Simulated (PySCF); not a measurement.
Si(SiH3)Cl3.
Bonds: Si1–Si2, Si1–Cl6, Si1–Cl7, Si1–Cl8. Hydrogens: H3, H4, H5 on Si2.

Computed, not measured: delta-SCF UKS SCAN, pcX-2 on the ionised atom, pcseg-1 elsewhere, spin-free X2C in PySCF. Binding energies are ΔSCF values: E(core-ionised, relaxed orbitals) − E(ground state) at a fixed geometry, referred to the vacuum level.

Some binding energies are withheld.

```
    atom(s)    bonded to     level  binding energy (eV)
        Si1  3 Cl and Si     Si 1s                    ?
        Si2   3 H and Si     Si 1s              1847.04
        Si1  3 Cl and Si  Si 2p3/2                    ?
        Si2   3 H and Si  Si 2p3/2                    ?
Cl6/Cl7/Cl8           Si     Cl 1s              2828.98
Cl6/Cl7/Cl8           Si  Cl 2p3/2               206.38
```

(1) Fill in Si 2p3/2 for Si1.

(2) Fill in Si 2p3/2 for Si2.

(3) Fill in Si 1s for Si1.

Results:

(1) 109.17 eV (silicon bonded to 3 Cl and Si), with 2p1/2 at 109.79 eV.

(2) 107.32 eV (silicon bonded to Si and 3 H), with 2p1/2 at 107.95 eV.

(3) 1849.28 eV (silicon bonded to 3 Cl and Si). The other listed Si 1s value is that of Si2; the shift against it is +2.24 eV.

The listed Si 1s values span 2.24 eV, from Si2 (bonded to 3 H and Si) to Si1 (bonded to 3 Cl and Si).

Problem. Which photon energy gives electrons from Si 1s of Si2 a kinetic energy of 50 eV, and what is their de Broglie wavelength?

Solution. hν = 1847.04 + 50 = 1897.04 eV, recoil neglected; λ = 12.264 Å/√(E/eV) = 1.73 Å.

Atoms equivalent by their bonding share one computed value, that of the first of them. For 2p shells one spin-free hole was relaxed; a mean-field spin–orbit operator and the ground-state splitting of the three 2p orbitals were then diagonalised within the shell. The shell's mean is (2 × 2p3/2 + 2p1/2)/3, and the degeneracies 2j + 1 give areas of 2:1. 2p1/2 minus 2p3/2 (ligand field included): Si 0.62 eV, Cl 1.65 eV. Geometry: PBE0-D3(BJ)/def2-SVP; no solvent, vibrations or thermal averaging.
